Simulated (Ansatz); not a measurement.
Two members of one family (Ge nanocrystals, cubic, H-capped), computed with Ansatz in the gas phase. A negative affinity means that the extra electron isn't bound at that geometry and level; within about 0.2 eV of zero the sign isn't settled. Binding counts from free atoms in the multiplicity of their measured ground term, without zero-point energy. Sets without diffuse functions give affinities that are too small. A dash marks a value that wasn't run or was left out as unsound. The structures are stationary points that may keep the symmetry of their start. Remarks come from the PBE and PBE0 runs and from stability tests at other levels; not every state was tested. A HOMO above zero means that the electron is unbound at that level and held by the basis, or that self-interaction error raises the level; the energy of removing that electron tells which. HOMO above LUMO (over both spins in singlets and doublets, within one spin in higher multiplets; at PBE or PBE0), or a gap under 0.15 eV within one spin, warns that the state may not be the lowest or that an electron is smeared out.

First: Ge14H24, disc (singlet, charge 0, r2SCAN-D4/def2-SVP geometry).

Cartesian coordinates in Å:
```
Ge -2.355 2.698 2.858
Ge 3.221 -2.927 1.111
Ge 0.560 -0.020 1.959
Ge 3.284 0.510 -0.868
Ge -0.501 0.121 -1.971
Ge -3.425 2.838 -1.099
Ge 2.176 -2.786 -2.772
Ge -1.685 0.367 2.798
Ge -2.287 3.908 0.757
Ge 1.017 -2.407 1.984
Ge 3.627 -1.887 -1.046
Ge -2.856 0.520 -1.540
Ge -0.160 -2.250 -2.384
Ge 0.979 0.950 -0.230
H -3.797 2.772 3.401
H -1.446 3.432 3.866
H 3.404 -4.454 1.004
H 4.273 -2.397 2.109
H 1.551 0.656 2.937
H 4.238 1.103 0.189
H 3.588 1.189 -2.218
H -0.123 0.880 -3.266
H -4.943 2.921 -0.835
H -3.134 3.653 -2.376
H 2.359 -4.314 -2.874
H 2.592 -2.173 -4.125
H -1.756 -0.183 4.239
H -2.683 -0.444 1.951
H -2.981 5.267 0.992
H -0.826 4.200 0.372
H 0.908 -2.916 3.436
H -0.058 -3.135 1.155
H 5.094 -2.164 -1.451
H -3.305 -0.362 -0.361
H -3.650 0.066 -2.783
H -0.688 -3.053 -1.180
H -0.993 -2.661 -3.616
H 0.783 2.480 -0.122
```

| level | HOMO (eV) | LUMO (eV) | gap (eV) | vertical IE (eV) | vertical EA (eV) | vertical triplet (eV) | binding per atom (eV) |
| --- | --- | --- | --- | --- | --- | --- | --- |
| PBE-D4/def2-SVP | -6.17 | -1.55 | 4.61 | – | – | – | 2.80 |
| PBE-D4/def2-TZVP | -6.20 | -1.66 | 4.54 | 7.79 | 0.29 | 4.42 | 2.81 |
| r2SCAN-D4/def2-TZVP | -6.44 | -1.50 | 4.93 | – | – | – | 2.85 |
| PBE0-D4/def2-SVP | -7.13 | -0.86 | 6.27 | – | – | – | 2.81 |
| PBE0-D4/def2-TZVP | -7.12 | -0.96 | 6.16 | 8.23 | -0.04 | 4.89 | 2.81 |

Remarks: HOMO above zero (-1 doublet), gap within one spin near zero at PBE or PBE0 (-1 doublet), gap within one spin near zero at PBE or PBE0 (triplet).

Second: Ge17H24 (singlet, charge 0, r2SCAN-D4/def2-SVP geometry).

```xyz
41

Ge    3.545   -1.910    2.305
Ge    1.458   -2.393   -1.690
Ge   -3.933    0.868    1.136
Ge   -2.154   -0.878   -1.945
Ge   -0.245   -0.638    1.529
Ge    2.823    1.122   -0.266
Ge   -0.870    2.644   -0.655
Ge    0.949    0.922   -3.739
Ge    1.272   -1.673    3.126
Ge   -2.387   -0.268    2.629
Ge   -0.599   -2.015   -0.450
Ge    4.381    0.145    1.323
Ge    2.466   -0.252   -2.241
Ge   -4.284   -0.507   -0.836
Ge   -2.991    3.008    0.478
Ge   -1.190    1.253   -2.627
Ge    0.684    1.506    0.833
H     4.465   -2.320    3.474
H     3.595   -3.038    1.259
H     1.113   -3.130   -3.002
H     2.437   -3.281   -0.898
H    -5.282    1.095    1.857
H    -2.360   -1.757   -3.202
H     3.391    2.482   -0.740
H    -0.257    3.998   -1.084
H     0.750    0.106   -5.033
H     1.547    2.290   -4.124
H     0.722   -3.052    3.549
H     1.301   -0.779    4.384
H    -2.981   -1.622    3.070
H    -2.160    0.583    3.896
H    -1.213   -3.366   -0.015
H     5.742   -0.117    0.646
H     4.610    1.168    2.454
H     3.819   -0.484   -2.952
H    -4.901   -1.860   -0.427
H    -5.265    0.190   -1.799
H    -3.968    3.745   -0.460
H    -2.773    3.889    1.724
H    -2.174    1.959   -3.589
H     0.913    2.367    2.100
```

Problem. Estimate how these quantities change from the first to the second (second minus first).

Solution. 
```tsv
level	Δ HOMO (eV)	Δ LUMO (eV)	Δ gap (eV)	Δ vertical IE (eV)	Δ vertical EA (eV)	Δ vertical triplet (eV)	Δ binding per atom (eV)
PBE-D4/def2-SVP	0.22	-0.16	-0.39	–	–	–	0.09
PBE-D4/def2-TZVP	0.22	-0.16	-0.38	-0.27	0.19	-0.37	0.09
r2SCAN-D4/def2-TZVP	0.23	-0.16	-0.39	–	–	–	0.09
PBE0-D4/def2-SVP	0.26	-0.18	-0.44	–	–	–	0.09
PBE0-D4/def2-TZVP	0.25	-0.16	-0.41	-0.29	0.27	-0.28	0.09
```

Remarks: HOMO above zero (-1 doublet), gap within one spin near zero at PBE or PBE0 (-1 doublet).
